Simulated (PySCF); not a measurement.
## Correlation energy of Ga⁺ (gallium, charge +1)

[Ar] 3d10 4s2, closed-shell 1S. All numbers are calculated (PySCF 2.14, scalar relativity by spin-free X2C-1e, in x2c-TZVPall). Frozen: [Ar] 3d10; 2 electrons correlated.

Total MP2 correlation energy: -26.18 mhartree.

Same-spin part 0.00 and opposite-spin part -26.18 mhartree; SCS-MP2 scales them by 1/3 and 6/5 to -31.41 mhartree.

With two correlated electrons CCSD is exact within the correlated space (frozen core and kept virtual orbitals).

```csv
level,correlation energy (mhartree)
CCSD,-36.70
```

Diagnostics: T1 = 0.0061, D1 = 0.0086, largest double amplitude 0.096.

Cost of the coupled-cluster step: 0.21 s of wall time on 1 thread of Neoverse-N1 (shared host), for 2 correlated electrons.
